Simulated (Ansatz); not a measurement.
Consider the ligand exchange at a Ga–C bond: `C[Si](C)(C)[CH2][Ga]([Cl])[Cl]` + CH₃SH → `C[S][Ga]([Cl])[Cl]` + tetramethylsilane.

Computed with Ansatz on PBE0-D4/def2-TZVP structures; ΔE is electronic, products minus reactants. CCSD(T)/CBS adds triple-zeta CCSD(T) − MP2 to the extrapolated MP2 energy (def2 sets, frozen cores). This one scheme is used for every species. Functionals use def2-TZVPP. For Ga outer-core shells are correlated without core-valence functions, which leaves a few kJ/mol of doubt a bond. Scalar relativity is left out up to krypton. Each species was taken in one conformer, which may not be the lowest.

```json
{"level": "LDA (SPW92)", "ΔE (kJ/mol)": "-65.8", "difference from CCSD(T)/CBS": "-2.2"}
{"level": "revPBE-D4", "ΔE (kJ/mol)": "-67.7", "difference from CCSD(T)/CBS": "-4.1"}
{"level": "BLYP-D4", "ΔE (kJ/mol)": "-68.0", "difference from CCSD(T)/CBS": "-4.4"}
{"level": "CAM-B3LYP-D4", "ΔE (kJ/mol)": "-66.3", "difference from CCSD(T)/CBS": "-2.7"}
{"level": "B2PLYP", "ΔE (kJ/mol)": "-72.3", "difference from CCSD(T)/CBS": "-8.7"}
{"level": "PBE0", "ΔE (kJ/mol)": "-73.1", "difference from CCSD(T)/CBS": "-9.5"}
{"level": "HF/def2-TZVPP", "ΔE (kJ/mol)": "-80.7", "difference from CCSD(T)/CBS": "-17.1"}
{"level": "MP2/def2-TZVPP", "ΔE (kJ/mol)": "-63.4", "difference from CCSD(T)/CBS": "0.2"}
{"level": "SCS-MP2/def2-TZVPP", "ΔE (kJ/mol)": "-65.1", "difference from CCSD(T)/CBS": "-1.5"}
{"level": "HF/CBS(def2)", "ΔE (kJ/mol)": "-79.8", "difference from CCSD(T)/CBS": "-16.2"}
{"level": "CCSD(T)/CBS", "ΔE (kJ/mol)": "-63.6", "difference from CCSD(T)/CBS": "0"}
```

Largest T1 diagnostic among the species: 0.011.

In def2-TZVPP, CCSD(T) changes the Hartree–Fock value by +17.6 kJ/mol (the triples alone add +1.0 kJ/mol) and MP2 by +17.2 kJ/mol. Leaving LDA and LC-ωPBE aside and taking each functional with its dispersion term where it has one, the values, not all of them listed here, spread over 7.9 kJ/mol, from B97M-V to ωB97M-V. LDA lies +7.5 kJ/mol from PBE without D4. At CCSD(T), def2-SVP lies −4.6 kJ/mol from the extrapolated value and def2-TZVPP +0.5 kJ/mol.

CCSD(T)/CBS has its own doubt, a few kJ/mol and more with outer-core shells, so smaller differences from it don't rank the levels.
